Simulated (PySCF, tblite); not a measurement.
Isomers of C6H7N2 (doublet state). Level: GFN2-xTB in tblite, geometry and Hessian alike; calculated harmonic values, unscaled, isolated species. Errors from tens to a few hundred cm⁻¹ against measured bands are possible. One conformer each. Open shells enter through the occupations alone, without spin polarisation, and single modes of such species can be off by tens of per cent.

Electronic energies: B3LYP/pcH-1 single points on the GFN2-xTB geometries (PySCF, gas phase).

```
                         SMILES  electronic energy, lowest = 0 (kJ/mol)
[H]/N=C1\[CH][C@@H]2C=N[C@H]1C2                                    43.3
          [CH2][C@@H](C#N)CCC#N                                     0.0
      [H]/N=C1\C[C@H]2C=N[C]1C2                                   118.9
```

How do GFN2-xTB zero-point energies change the relative energies?

| SMILES | ZPE (kJ/mol) | of it from modes above 1550 cm⁻¹ | electronic (kJ/mol) | with ZPE, lowest = 0 (kJ/mol) | lowest mode (cm⁻¹) | rings |
| --- | --- | --- | --- | --- | --- | --- |
| [CH2][C@@H](C#N)CCC#N | 295.9 | 155.1 | 0.0 | 0.0 | 43 | 0 |
| [H]/N=C1\[CH][C@@H]2C=N[C@H]1C2 | 309.3 | 149.4 | 43.3 | 56.7 | 158 | 2 |
| [H]/N=C1\C[C@H]2C=N[C]1C2 | 310.7 | 148.7 | 118.9 | 133.7 | 129 | 2 |

The zero-point energies span 14.8 kJ/mol, from `[CH2][C@@H](C#N)CCC#N` to `[H]/N=C1\C[C@H]2C=N[C]1C2`. The order is unchanged.

And how do the electronic energies of GFN2-xTB itself compare?

`[CH2][C@@H](C#N)CCC#N` 147.4; `[H]/N=C1\[CH][C@@H]2C=N[C@H]1C2` 0.0; `[H]/N=C1\C[C@H]2C=N[C]1C2` 82.2 kJ/mol, lowest = 0. Against the energies above, taken from the same isomer `[CH2][C@@H](C#N)CCC#N`, the largest difference is 190.7 kJ/mol.

What do entropy and thermal enthalpy add at 298.15 K and 1 bar (rigid rotor, harmonic oscillator, one conformer each)?

```
                         SMILES  point group  symmetry number  S (J/(mol K))  H − H(0) (kJ/mol)  ZPE + H − H(0) − TS (kJ/mol)
          [CH2][C@@H](C#N)CCC#N           C1                1          399.5              26.68                         203.5
[H]/N=C1\[CH][C@@H]2C=N[C@H]1C2           C1                1          328.7              18.31                         229.6
      [H]/N=C1\C[C@H]2C=N[C]1C2           C1                1          329.2              18.21                         230.8
```

S holds R ln(2S + 1) for the spin.
